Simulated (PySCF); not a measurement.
Electronic structure of Ca⁺ (calcium, charge +1) at the MN15 level

Configuration: [Ar] 4s1, 2S determinant. Calculation: PySCF 2.14, in x2c-TZVPall; scalar relativity by spin-free X2C-1e.

| Quantity | Value |
| --- | --- |
| Total energy | -680.431 hartree |
| One-electron energy | -925.921 hartree |
| Hartree (Coulomb) energy | 281.846 hartree |
| Exchange-correlation energy | -36.356 hartree |
| ⟨S²⟩ | 0.7502 |
| ⟨L²⟩ | 0.000 |
| Sum of ⟨r⟩ | 16.38 bohr |
| Sum of ⟨r²⟩ | 30.58 bohr² |
| Langevin diamagnetic susceptibility | -24.2 ×10⁻⁶ cm³/mol |
| Time after the integrals | 0.38 s of wall time on 1 thread of Neoverse-V2 (shared host) |

| shell | electrons | mean orbital energy (hartree) | rms radius, mean of both spins (bohr) |
| --- | --- | --- | --- |
| 1s α | 1 | -145.11922 | 0.0889 |
| 1s β | 1 | -145.11848 | 0.0889 |
| 2s β | 1 | -15.40146 | 0.400 |
| 2s α | 1 | -15.40134 | 0.400 |
| 2p β | 3 | -12.75017 | 0.364 |
| 2p α | 3 | -12.74956 | 0.364 |
| 3s α | 1 | -2.12121 | 1.25 |
| 3s β | 1 | -2.11360 | 1.25 |
| 3p α | 3 | -1.41058 | 1.36 |
| 3p β | 3 | -1.40528 | 1.36 |
| 4s α | 1 | -0.37146 | 3.90 |

Densities and radii are taken from the X2C orbitals without a picture-change correction, which distorts them close to the nucleus.
